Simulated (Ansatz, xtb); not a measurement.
Ranking isomers of C4H3BF4

7 gas-phase structures of C4H3BF4, from a drawn sample of its isomers (lower ones may exist). Each was relaxed with GFN2-xTB; where two conformers were screened, the lower at r2SCAN-D4/def2-SVP is listed:

A. `FB(F)C1=CCC1(F)F`, a singlet
B. `FB(F)CC1=CC1(F)F`, a singlet
C. `C=C(F)/C(F)=C/B(F)F`, a singlet
D. `FB(F)CC#CC(F)F`, a singlet
E. `FB(F)C1=C(C(F)F)C1`, a singlet
F. `FB(F)C1=C[C@@H]1C(F)F`, a singlet
G. `C=C(F)/C(F)=C\B(F)F`, a singlet

Q: Make a reasoned guess at their ranking by r2SCAN-D4/def2-SVP single-point energy.

A: Calculated order at r2SCAN-D4/def2-SVP: C (0.0), G (3.3), A (5.8), D (23.0), B (26.3), F (28.6), E (32.1) kcal/mol.

Energies above the lowest of each column, in kcal/mol; the last columns are at B3LYP/def2-SVP geometries and were run for some of them only (a dash: not run or not comparable):

| structure | GFN2-xTB | HF/STO-3G | r2SCAN-D4/def2-SVP | B3LYP/def2-SVP | CCSD(T)/def2-SVP + ΔMP2/def2-TZVPP |
| --- | --- | --- | --- | --- | --- |
| C | 2.6 | 14.0 | 0.0 | 0.0 | 0.0 |
| G | 4.4 | 16.8 | 3.3 | 3.3 | 3.1 |
| A | 0.0 | 0.0 | 5.8 | 7.0 | 2.8 |
| D | 12.5 | 20.9 | 23.0 | – | – |
| B | 22.9 | 32.7 | 26.3 | – | – |
| F | 25.0 | 39.7 | 28.6 | – | – |
| E | 26.7 | 40.3 | 32.1 | – | – |

CCSD(T)/def2-SVP + ΔMP2/def2-TZVPP puts C lowest of those it was run on; GFN2-xTB picks A, HF/STO-3G picks A. CCSD(T)/def2-SVP + ΔMP2/def2-TZVPP orders those it was run on as C (0.0), A (2.8), G (3.1) kcal/mol. Less than 1 kcal/mol parts A and G, so the order within that pair means little. Flexible structures stand in one conformer each, not always the lowest. Frequencies (GFN2-xTB) were run for A, C, G alone. ΔMP2 is the change of the MP2 energy from the smaller to the larger basis.

Over these structures GFN2-xTB departs from r2SCAN-D4/def2-SVP by 3.1 kcal/mol on average once a common shift is removed. A GFN2-xTB relaxation took about 0.1 s and the r2SCAN-D4/def2-SVP energy about 2 s on a shared host (Ansatz 0.2.0, xtb 6.7.1).
